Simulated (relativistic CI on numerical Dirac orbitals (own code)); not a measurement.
**Radial parameters of Pb XXIII**

Computed by Dirac-Coulomb-Breit CI, orbitals from a KLI potential per configuration, model QED (radiative potential, 1s self-energy scaled to tabulated hydrogen-like ionisation energies), unscaled Slater integrals (own radial code, finite nucleus).

Slater integrals F^k, G^k are unscaled and averaged over j, outside the closed core [Kr]; ζ comes from projecting the Hamiltonian with its Breit term on Σ l·s of the shell.

- 4d¹⁰4f¹³5s: ζ(4f) = 11683, G^3(4f,5s) = 38643 cm⁻¹; <r>(4f) = 0.4247, <r^2>(4f) = 0.2107, <r>(5s) = 0.7593, <r^2>(5s) = 0.6417 (bohr units).
- 4d¹⁰4f¹³5p: ζ(4f) = 11731, F^2(4f,5p) = 98918, G^2(4f,5p) = 32947, G^4(4f,5p) = 30095, ζ(5p) = 178490 cm⁻¹; <r>(4f) = 0.4244, <r^2>(4f) = 0.2104, <r>(5p) = 0.8172, <r^2>(5p) = 0.7458 (bohr units).
- 4d¹⁰4f¹²5s²: F^2(4f,4f) = 243640, F^4(4f,4f) = 157210, F^6(4f,4f) = 114430, ζ(4f) = 11964 cm⁻¹; <r>(4f) = 0.4205, <r^2>(4f) = 0.2063 (bohr units).

Averages of the first 10 configurations, taken without configuration mixing, which lowers the lowest level and can move excited configurations by several eV; other configurations of the list can lie among them:

| Configuration | Parity | States | Average energy above the lowest level (eV) |
| --- | --- | --- | --- |
| 4d¹⁰4f¹³5s | odd | 28 | 45.7 |
| 4d¹⁰4f¹³5p | even | 84 | 116.8 |
| 4d¹⁰4f¹⁴ | even | 1 | 0.1 |
| 4d¹⁰4f¹²5s² | even | 91 | 100.4 |
| 4d¹⁰4f¹³5d | odd | 140 | 208.6 |
| 4d¹⁰4f¹¹5s5p² | odd | 10920 | 301.2 |
| 4d¹⁰4f¹²5s5p | odd | 1092 | 168.7 |
| 4d¹⁰4f¹¹5s²5p | even | 2184 | 230.0 |
| 4d¹⁰4f¹²5p² | even | 1365 | 242.8 |
| 4d¹⁰4f¹³5f | even | 196 | 303.5 |
